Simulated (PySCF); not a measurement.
# TiH₂, triplet: molecular constants

These are results of PySCF, UPBE0, basis Ti def2-TZVP, H def2-TZVP (no relativity, density fitting), not measurements.

The structure is a minimum.

```
Point group                                                                   : C2v
Bond lengths                                                                  : Ti–H 1.757 Å (×2)
Bond angles                                                                   : H–Ti–H 122.2°
Rotational symmetry number                                                    : 2
Dipole moment                                                                 : 3.32 D
Rotational constants                                                          : 12.09, 3.534, 2.735 cm⁻¹
Atomisation energy without zero-point energy                                  : 513 kJ/mol
Entropy at 298.15 K and 1 bar (electronic part: spin only)                    : 227.1 J/(mol K)
Zero-point energy                                                             : 22.5 kJ/mol
Principal quadrupole moments (Buckingham, traceless) about the centre of mass : -6.58, 1.92, 4.66 D Å
Spin squared ⟨S²⟩                                                             : 2.019
Heat capacity Cp at 298.15 K                                                  : 38.3 J/(mol K)
Highest occupied level (α)                                                    : -5.57 eV
Enthalpy at 298.15 K above 0 K                                                : 10.40 kJ/mol
Principal polarisabilities                                                    : 46.7, 49.3, 54.3 bohr³
Lowest empty level (α)                                                        : -1.81 eV
```

Harmonic modes (masses in u: Ti 47.948, H 1.008):
```csv
symmetry,ω (cm⁻¹),IR (km/mol),type
a1,570,149,bend
b2,1588,638,stretch
a1,1598,202,stretch
```

In C2v the vibrations span 2a1 + b2. Here b1 is antisymmetric to the molecular plane and b2 lies in it.

Charges (e):
```tsv
atom	Mulliken	Löwdin	polar tensor	spin (Mulliken)	Mayer order to Ti1
Ti1	0.45	0.38	0.93	2.19	–
H2,3	-0.23	-0.19	-0.47	-0.09	0.93
```

Mulliken populations on Ti1: s 6.87, p 12.28, d 2.40, f 0.00.

Formally Ti is in oxidation state +2, d2, with 2 unpaired electrons (the high-spin count). The Mulliken spin on Ti is 2.19. The polar-tensor charge on Ti, 0.93, is far below the formal one.

Only a few start shapes were tried, so a lower isomer may exist. Open d and f shells are described by one determinant, and the ground state may have another occupation or spin.

The final relaxation and frequency run took 12 s on 2 threads of a shared Arm Neoverse V1 host, with 57 basis functions and 8 gradients; the process peaked at 0.64 GiB.
